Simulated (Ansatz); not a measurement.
Basis-set extrapolation for C2H4Cl2Si2, SMILES `Cl[SiH2]C#C[SiH2]Cl` (PBE0-D4/def2-TZVP geometry, frozen core, the Gaussian-basis code of Ansatz). Multiplicity 1, RHF reference.

|  | def2-TZVPP | def2-QZVPP |
| --- | --- | --- |
| HF | -1575.080527 | -1575.127113 |
| MP2 correlation | -0.907106 | -0.984218 |
| CCSD(T) correlation | -1.015107 | not run |

Energies in hartree. Use E(X) = E(∞) + A·exp(−7.88·√X) for Hartree–Fock and E(X) = E(∞) + B·X^(−2.97) for correlation, with X = 3 and 4, and add CCSD(T) minus MP2 of the smaller set to the MP2 limit.

Task: What is the CCSD(T) energy at the basis-set limit?

Result: HF limit: -1575.127113 + (-0.046586) × 0.13774 = -1575.13353. MP2 limit: -0.984218 + (-0.077112) × 0.74074 = -1.04134. Higher-order term: -1.015107 − (-0.907106) = -0.10800. Total: -1576.28287 hartree, 491.6 kJ/mol below CCSD(T)/def2-TZVPP.
